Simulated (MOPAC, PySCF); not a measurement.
CBr$_{4}$, SMILES `BrC(Br)(Br)Br`, neutral singlet in the gas phase. 

Cartesian coordinates (Å):
SMILES: BrC(Br)(Br)Br
```xyz
5

Br     1.8888    -0.2953    -0.1776
C     -0.0002    -0.0008     0.0015
Br    -0.3866     1.8603    -0.2708
Br    -0.5654    -0.5210     1.7613
Br    -0.9378    -1.0475    -1.3072
```
Charge 0, multiplicity 1.

All levels are single points at this geometry (ωB97X-D3(BJ)/def2-TZVP); Pople sets use spherical d functions. Orbital energies aren't observables, and empty levels follow the basis.

HF/3-21G in PySCF gives dipole (D) = 0.00.

Task: Estimate the dipole (D) from each of these levels: ωB97X-D3(BJ)/def2-TZVP in PySCF; B3LYP/3-21G in PySCF; B3LYP/LANL2DZ in PySCF; M06-2X/6-31G* in PySCF; HF/6-31G* in PySCF; HF/STO-3G in PySCF; PM6 in MOPAC; PM7 in MOPAC.

Result: 
```tsv
level	dipole (D)
ωB97X-D3(BJ)/def2-TZVP in PySCF	0.00
B3LYP/3-21G in PySCF	0.00
B3LYP/LANL2DZ in PySCF	0.00
M06-2X/6-31G* in PySCF	0.00
HF/6-31G* in PySCF	0.00
HF/STO-3G in PySCF	0.00
PM6 in MOPAC	0.00
PM7 in MOPAC	0.00
```
